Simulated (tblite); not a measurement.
Isomers of C8H16FP. Calculated harmonic vibrations of the isolated species, GFN2-xTB (tblite), most abundant isotopes, no scaling. This tight-binding method is rough: wavenumbers can miss measured ones by several per cent, in bad cases by 10 to 20. Modes of hydrogen on phosphorus can be 10 to 20 % off. One conformer each.

Electronic energies: GFN2-xTB at the same geometries; isomer energies are rough at this level and their order can be wrong.

```csv
SMILES,"electronic energy, lowest = 0 (kcal/mol)"
C[C@@H]1CCP(C)[C@@H](C)[C@H]1F,0.5
CC(C)[C@@H]1C[C@H](F)[C@H](C)P1,0.0
CC(C)/C(F)=P\C(C)(C)C,28.4
```

Question: How do GFN2-xTB zero-point energies change the relative energies?

Answer: 
```json
{"SMILES": "CC(C)[C@@H]1C[C@H](F)[C@H](C)P1", "ZPE (kcal/mol)": "140.1", "of it from modes above 1550 cm⁻¹": "67.3", "electronic (kcal/mol)": "0.0", "with ZPE, lowest = 0 (kcal/mol)": "0.0", "lowest mode (cm⁻¹)": "39", "rings": "1"}
{"SMILES": "C[C@@H]1CCP(C)[C@@H](C)[C@H]1F", "ZPE (kcal/mol)": "140.4", "of it from modes above 1550 cm⁻¹": "68.2", "electronic (kcal/mol)": "0.5", "with ZPE, lowest = 0 (kcal/mol)": "0.8", "lowest mode (cm⁻¹)": "73", "rings": "1"}
{"SMILES": "CC(C)/C(F)=P\\C(C)(C)C", "ZPE (kcal/mol)": "139.5", "of it from modes above 1550 cm⁻¹": "69.2", "electronic (kcal/mol)": "28.4", "with ZPE, lowest = 0 (kcal/mol)": "27.8", "lowest mode (cm⁻¹)": "34", "rings": "0"}
```

The zero-point energies span 0.9 kcal/mol, from `CC(C)/C(F)=P\C(C)(C)C` to `C[C@@H]1CCP(C)[C@@H](C)[C@H]1F`. The order is unchanged.

Question: What do entropy and thermal enthalpy add at 298.15 K and 1 bar (rigid rotor, harmonic oscillator, one conformer each)?

Answer: 
```tsv
SMILES	point group	symmetry number	S (cal/(mol K))	H − H(0) (kcal/mol)	ZPE + H − H(0) − TS (kcal/mol)
CC(C)[C@@H]1C[C@H](F)[C@H](C)P1	C1	1	106.3	8.01	116.4
C[C@@H]1CCP(C)[C@@H](C)[C@H]1F	C1	1	104.7	8.08	117.3
CC(C)/C(F)=P\C(C)(C)C	Cs	1	114.3	9.20	114.6
```
